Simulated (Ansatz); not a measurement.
Consider the ligand exchange at the Si–I bond: `[SiH3]C[SiH2]I` + H–F → `F[SiH2]C[SiH3]` + HI.

Isolated molecules relaxed with PBE0-D4/def2-TZVP in Ansatz; ΔE leaves out vibrations. CCSD(T)/CBS adds triple-zeta CCSD(T) − MP2 to the extrapolated MP2 energy (def2 sets, frozen cores). This one scheme is used for every species. Functionals use def2-TZVPP. B3LYP here is the variant with VWN-RPA as its local correlation; programs differ in this. Elements past krypton have def2 core potentials. For I outer-core shells are correlated without core-valence functions, which leaves a few kJ/mol of doubt a bond. Each species was taken in one conformer, which may not be the lowest.

```tsv
level	ΔE (kcal/mol)
B3LYP-D4	-12.3
ωB97M-V	-11.9
PBE0	-9.5
B3LYP	-14.2
HF/def2-TZVPP	-15.8
SCS-MP2/def2-TZVPP	-11.6
SCS-MP2/def2-QZVPP	-10.6
HF/CBS(def2)	-16.3
```

(1) What does CCSD(T)/CBS give? (An estimate is asked.)

Largest T1 diagnostic among the species: 0.011.

Results:

(1) The calculation gave: -9.5 kcal/mol. The listed levels differ from it by -2.8, -2.4, 0.0, -4.7, -6.3, -2.1, -1.1, -6.8 kcal/mol.

In def2-TZVPP, CCSD(T) changes the Hartree–Fock value by +4.2 kcal/mol (the triples alone add +0.9 kcal/mol) and MP2 by +6.6 kcal/mol. The D4 term adds +2.0 kcal/mol with B3LYP and +1.1 kcal/mol with PBE0; it sums over pairs of atoms, weighted by their polarisabilities, and B3LYP, whose exchange is more repulsive, gets the larger term.
